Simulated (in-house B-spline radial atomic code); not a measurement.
Configurations of neutral cobalt, with energies counted from [Ar] 3d7 4s2. All numbers are computed (non-relativistic TPSSh, spin-polarised, spherical fractional occupations, exact exchange averaged over the configuration; point nucleus) with a radial B-spline atomic code at the basis-set limit, not measured. Shells without spins written out take the highest spin.

Occupations are held fixed; configurations that lie above the ionisation limit could autoionise.

```
           configuration  E - E(ref) (eV)  highest orbital  its <r> (bohr)
        [Ar] 3d7 4s1 4p1           2.8332            4p up           3.828
        [Ar] 3d6 4s2 4p1           7.1936            4p up           3.475
        [Ar] 3d6 4s2 5f1           12.398            5f up           28.29
[Ne] 3s2 3p5 3d7 4s2 4d1           69.427            4d up           9.411
[Ne] 3s2 3p5 3d7 4s2 5d1            70.04            5d up           17.69
```

Problem. Order these further configurations by energy, lowest first.
A. [Ne] 3s2 3p5 3d7 4s2 4p1
B. [Ne] 3s2 3p5 3d7 4s2 5s1
C. [Ne] 3s2 3p5 3d7 4s2 4f1
D. [Ne] 3s2 3p5 3d8 4s2
E. [Ar] 3d6 4s2 5d1

Solution. E (11.949 eV), D (57.428 eV), A (65.29 eV), B (68.302 eV), C (70.189 eV).

Problem. How far above the reference does [Ar] 3d6 4s2 4f1 lie?

Solution. 12.099 eV; its least bound orbital is 4f up with <r> = 16.82 bohr.
